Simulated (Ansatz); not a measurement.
Harmonic frequencies (cm⁻¹) at PBE0-D4/def2-TZVP from Ansatz: 98, 155, 332, 336, 484, 600, 603, 708, 1187, 1437, 1443, 2704, 3039, 3129, 3146.

Each molecule was computed in one conformer, which needn't be the lowest.

(1) Which molecule is it?
A. `[CH3][Sn][SH]`
B. `C[O][Sn][OH]`
C. `[CH2]1[S][SnH2]1`
D. `C[O][Sn][F]`

Results:

(1) A.
